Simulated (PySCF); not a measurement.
Order these species by their calculated properties.

Species are written as SMILES; each is one conformer at its optimised geometry, gas phase (atoms past krypton carry core potentials, spin–orbit coupling is left out). Electronic properties by PySCF.

The conformers computed, where there is a choice (atom-mapped SMILES and torsion angles):
- `[CH3:1][S:2][SiH2:3][PH2:4]`: C1–S2–Si3–P4 179°, H–P4–Si3–S2 -168°, H–P4–Si3–S2 -75°
- `[CH3:1][N:2]([CH3:3])[C:4](=[O:5])[SiH:6]([SiH3:7])[SiH3:8]`: C1–N2–C4–O5 -1°, N2–C4–Si6–Si7 -168°
- `[OH:1][B:2]([OH:3])[F:4]`: H–O1–B2–O3 180°, H–O3–B2–O1 180°
- `[O:1]=[C:2]=[N:3][c:4]1[cH:5][cH:6][cH:7][cH:8][cH:9]1`: C2–N3–C4–C5 179°

(1) Rank by static isotropic polarisability, highest first (CAM-B3LYP/def2-SVPD at PBE0-D3(BJ)/def2-SVP geometries).
A. `CS[SiH2]P`
B. `CN(C)C(=O)[SiH]([SiH3])[SiH3]`
C. `OB(O)F`
D. `C=[CH][Sn]([CH3])([CH]=C)[CH]=C`

(2) Rank by HOMO energy, highest first (CAM-B3LYP/def2-SVPD at PBE0-D3(BJ)/def2-SVP geometries).
A. `CN(C)C(=O)[SiH]([SiH3])[SiH3]`
B. `OB(O)F`
C. `CS[SiH2]P`
D. `Cc1cccc(C#N)n1`
E. `C=[CH][Sn]([CH3])([CH]=C)[CH]=C`

(3) By how much do the two ends of that ranking differ?

(4) Rank by lowest singlet excitation, lowest first (TDDFT CAM-B3LYP/def2-SVPD at PBE0-D3(BJ)/def2-SVP geometries).
A. `OB(O)F` (fluorodihydroxyborane)
B. `C=[CH][Sn]([CH3])([CH]=C)[CH]=C` (SnMe(vinyl)3)
C. MnO3Cl (`[O]=[Mn](=[O])(=[O])[Cl]`)
D. `Cc1cccc(C#N)n1` (6-methylpyridine-2-carbonitrile)

(5) By how much do the two ends of that ranking differ?

(6) Rank by HOMO–LUMO gap, highest first (CAM-B3LYP/def2-SVPD at PBE0-D3(BJ)/def2-SVP geometries).
A. `[O]=[Mn](=[O])(=[O])[Cl]`
B. `OB(O)F`
C. `C(c1nc(ccc1)C)#N`
D. `CS[SiH2]P`
E. `C=[CH][Sn]([CH3])([CH]=C)[CH]=C`

(7) Rank by dipole moment, highest first (CAM-B3LYP/def2-SVPD at PBE0-D3(BJ)/def2-SVP geometries).
A. `CS[SiH2]P`
B. `[O]=[Mn](=[O])(=[O])[Cl]`
C. `CN(C)C(=O)[SiH]([SiH3])[SiH3]`
D. `Cc1cccc(C#N)n1`
E. `OB(O)F`

(8) By how much do the two ends of that ranking differ?

(9) Rank by smallest rotational constant, lowest first (PBE0-D3(BJ)/def2-SVP).
A. `[SiH3][SiH]([SiH3])C(=O)N(C)C`
B. `CC[N]=[Ta]([Cl])([Cl])[Cl]`
C. `OB(O)F`
D. `O=C=Nc1ccccc1`
E. `c1ccc2[nH]ncc2c1`
F. `c1ccc(C#N)nc1C`
G. `CS[SiH2]P`

(10) By how much do the two ends of that ranking differ?

Answers

(1) B (139.7 au), D (123.9 au), A (91.0 au), C (23.5 au).

(2) C (-8.28 eV), A (-8.42 eV), E (-8.71 eV), D (-9.09 eV), B (-11.36 eV).

(3) By 3.08 eV, between `CS[SiH2]P` and `OB(O)F`.

(4) C (2.37 eV), D (4.83 eV), B (6.01 eV), A (8.36 eV).

(5) By 5.99 eV, between `OB(O)F` and `[O]=[Mn](=[O])(=[O])[Cl]`.

(6) B (11.72 eV), E (9.41 eV), D (8.98 eV), C (8.21 eV), A (6.66 eV).

(7) D (6.03 D), C (3.69 D), A (1.86 D), E (1.37 D), B (0.08 D).

(8) By 5.95 D, between `Cc1cccc(C#N)n1` and `[O]=[Mn](=[O])(=[O])[Cl]`.

(9) A (0.582 GHz), B (0.700 GHz), D (0.799 GHz), F (0.922 GHz), E (1.162 GHz), G (1.309 GHz), C (5.055 GHz).

(10) By 4.473 GHz, between `OB(O)F` and `CN(C)C(=O)[SiH]([SiH3])[SiH3]`.
